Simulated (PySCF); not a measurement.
Vertical excitations of a molecule C5H10Si from TDA-PBE/def2-SVPD (PySCF), as energy in eV (oscillator strength): 5.70 (0.000), 5.87 (0.019), 5.90 (0.004), 6.31 (0.004), 6.36 (0.001), 6.73 (0.162). Lowest triplet (TDA): 4.81 eV. Geometry optimised at TPSSh-D3(BJ)/def2-SVP. The values are those of a single conformer.

Which structure fits?
A. C=CCC(=C)[SiH3]
B. C=C=CC[SiH2]C
C. CC#C[SiH2]CC
D. C=C/C(C)=C\[SiH3]

C, CC#C[SiH2]CC
